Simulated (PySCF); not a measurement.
# `S=C=Cc1ccccc1`, C8H6S

Cartesian coordinates in Å; atom numbers follow the order of the lines, from 1:
```xyz
15

S     3.2588    0.3779    2.8047
C     2.5449   -0.1251    1.5176
C     1.9444   -0.5469    0.4388
C     0.5838   -0.2180    0.0424
C     0.0585   -0.7425   -1.1385
C    -1.2326   -0.4374   -1.5251
C    -2.0195    0.3917   -0.7430
C    -1.5057    0.9159    0.4330
C    -0.2166    0.6170    0.8251
H     2.4987   -1.2012   -0.2224
H     0.6662   -1.3917   -1.7530
H    -1.6268   -0.8492   -2.4426
H    -3.0279    0.6287   -1.0477
H    -2.1151    1.5615    1.0482
H     0.1846    1.0273    1.7405
```

Computed, not measured: PySCF 2.14.0, GIAO wB97X-D/pcSseg-1 magnetisability, rotational g tensor and spin-rotation constants, non-relativistic, gas phase. Geometry: GFN2-xTB.

(1) What are the magnetisability and the molar susceptibility?

(2) Split it along the inertial axes a, b, c into diamagnetic and paramagnetic parts about the centre of mass, with the quadrupole moment.

(3) And the rotational g tensor?

## Answers

(1) Isotropic -1362 × 10⁻³⁰ J/T², or -82.0 × 10⁻⁶ cm³/mol; principal values -2039, -1113, -935 × 10⁻³⁰ J/T², anisotropy 1026 × 10⁻³⁰ J/T² (root of half the summed squared differences of the principal values). The susceptibility is in cgs units.

(2) 
| axis | χ (10⁻⁶ cm³/mol) | diamagnetic (10⁻⁶ cm³/mol) | paramagnetic (10⁻⁶ cm³/mol) | summed x² of all electrons (Å²) | quadrupole Θ (D Å) |
| --- | --- | --- | --- | --- | --- |
| a | -62.1 | -388.5 | 326.4 | 399.7 | +2.49 |
| b | -61.3 | -1753.5 | 1692.2 | 77.9 | +8.46 |
| c | -122.8 | -2026.4 | 1903.7 | 13.6 | -10.95 |

Anisotropies 2χaa − χbb − χcc = +60.0 and 2χbb − χaa − χcc = +62.2 × 10⁻⁶ cm³/mol. Θ is traceless in Buckingham's convention.

(3) 
| axis | rotational constant (GHz) | g | nuclear part | electronic part |
| --- | --- | --- | --- | --- |
| a | 4.5091 | -0.0891 | 0.6024 | -0.6914 |
| b | 0.6847 | -0.0149 | 0.5294 | -0.5444 |
| c | 0.5945 | +0.0074 | 0.5391 | -0.5316 |

Asymmetric top; isotopes 12C, 1H, 32S; no vibrational averaging.
